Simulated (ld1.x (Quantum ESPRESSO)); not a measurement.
**Transferability test, TM semilocal potential for lanthanum**

ld1.x (Quantum ESPRESSO) 7.5 input, shortened:

```
&input
   title='La', zed=57., rel=1, dft='PZ', iswitch=3,
   config='[Xe] 4f0 5d1 6s2 6p0'
 /
 &inputp
   pseudotype=1, tm=.true., lloc=1,
   nlcc=.false.
 /
4
6S  1  0   2.00   0.00  2.90  2.90  0.0
5D  3  2   1.00   0.00  3.80  3.80  0.0
4F  4  3   0.00   0.00  1.25  1.25  0.0
5P  2  1   6.00   0.00  2.55  2.55  0.0
 &test
   configts(1)='4f0 5p6 5d1 6s2 6p0'
 /
```

Energies are relative to the spin-unpolarised reference configuration 4f0 5p6 5d1 6s2 6p0; without spin polarisation the order of configurations can differ from experiment. Spin-polarised rows fill each open shell by Hund’s rule, majority spin first. Not all tests gave a result: 1 of 9 tests not solved or not reliable. Left out of the table: 4f0 5p6 5d1 6s0 6p1 (solver errors, printed error -7.9 eV).

```json
{"valence configuration": "4f0 5p6 5d1 6s1 6p0", "charge": "+1", "ΔE all-electron (eV)": "6.163", "error AE − PS (meV)": "+5.5"}
{"valence configuration": "4f0 5p6 5d1 6s0 6p0", "charge": "+2", "ΔE all-electron (eV)": "17.315", "error AE − PS (meV)": "+4.6"}
{"valence configuration": "4f0 5p6 5d0 6s0 6p0", "charge": "+3", "ΔE all-electron (eV)": "36.416", "error AE − PS (meV)": "+71"}
{"valence configuration": "4f1 5p6 5d1 6s0 6p0", "charge": "+1", "ΔE all-electron (eV)": "7.077", "error AE − PS (meV)": "+111"}
{"valence configuration": "4f0 5p5 5d1 6s2 6p0", "charge": "+1", "ΔE all-electron (eV)": "27.084", "error AE − PS (meV)": "+222"}
{"valence configuration": "4f0 5p6 5d0 6s2 6p0", "charge": "+1", "ΔE all-electron (eV)": "6.526", "error AE − PS (meV)": "+76"}
{"valence configuration": "4f0 5p6 5d1 6s2 6p0 (spin-polarised)", "charge": "0", "ΔE all-electron (eV)": "-0.097", "error AE − PS (meV)": "+11"}
{"valence configuration": "4f0 5p6 5d1 6s1 6p0 (spin-polarised)", "charge": "+1", "ΔE all-electron (eV)": "5.737", "error AE − PS (meV)": "+31"}
```

These tests converged, but a pseudo level misses the all-electron one widely, so the file describes the atom poorly there or has found another state: 4f0 5p6 5d1 6s0 6p0: empty 6p by 7.0 eV; 4f0 5p6 5d0 6s0 6p0: empty 6p by 11.0 eV.
